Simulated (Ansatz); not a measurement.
Consider the formal exchange of groups at the Sn–Si bond: `O[SiH2][SnH2][SiH3]` + `FCS` → `F[CH2][SnH2][SiH3]` + `O[SiH2]S`.

Program: Ansatz. Geometries: PBE0-D4/def2-TZVP. ΔE: electronic, gas phase. CCSD(T)/CBS adds triple-zeta CCSD(T) − MP2 to the extrapolated MP2 energy (def2 sets, frozen cores). def2 core potentials past Kr. For Sn outer-core shells are correlated without core-valence functions, which leaves a few kJ/mol of doubt a bond. Each species was taken in one conformer, which may not be the lowest.

| level | ΔE (kcal/mol) |
| --- | --- |
| MP2/def2-TZVPP | -14.4 |
| MP2/def2-QZVPP | -14.3 |

(1) What does CCSD(T)/CBS give? (An estimate is asked.)

Largest T1 diagnostic among the species: 0.013.

Answers

(1) The calculation gave: -13.5 kcal/mol. The listed levels differ from it by -0.9, -0.8 kcal/mol.
